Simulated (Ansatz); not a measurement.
Results of the Gaussian-basis code of Ansatz.

C$_{2}$H$_{8}$SSn (`SC[CH2][SnH3]`) at its PBE0-D4/def2-TZVP geometry, where that method's forces vanish. Charge 0, multiplicity 1. Sn takes the def2 core potential.

```
atom   x (Å)   y (Å)   z (Å)
  S1  -2.496   0.707   0.938
  C2  -1.055  -0.234   0.338
  C3   0.077   0.731   0.054
 Sn4   1.845  -0.264  -0.665
  H5  -3.325  -0.336   1.110
  H6  -1.342  -0.778  -0.564
  H7  -0.768  -0.961   1.101
  H8  -0.220   1.466  -0.699
  H9   0.351   1.283   0.956
 H10   1.478  -1.095  -2.113
 H11   3.082   0.875  -0.959
 H12   2.374  -1.394   0.503
```

Task: For each bond, give half the difference of the two atoms' forces along it (eV/Å; positive pushes the atoms apart) under PBE-D4, r2SCAN-D4, B3LYP-D4, ωB97M-V in def2-TZVPP. (Estimate.)

Result: The calculation gave: 
```csv
bond,length (Å),PBE-D4,r2SCAN-D4,B3LYP-D4,ωB97M-V
S1–C2,1.823,0.21,0.21,0.27,0.06
S1–H5,1.343,0.25,0.00,-0.04,-0.11
C2–C3,1.514,-0.03,0.07,0.12,0.25
C2–H6,1.092,0.09,-0.06,-0.12,-0.11
C2–H7,1.092,0.09,-0.06,-0.12,-0.11
C3–Sn4,2.153,0.08,0.07,0.17,-0.05
C3–H8,1.093,0.10,-0.04,-0.12,-0.08
C3–H9,1.093,0.10,-0.04,-0.12,-0.08
Sn4–H10,1.709,0.07,-0.03,0.01,-0.06
Sn4–H11,1.707,0.07,-0.02,0.00,-0.06
Sn4–H12,1.709,0.07,-0.03,0.01,-0.06
```

B3LYP here is the variant with VWN-RPA as its local correlation; programs differ in this.
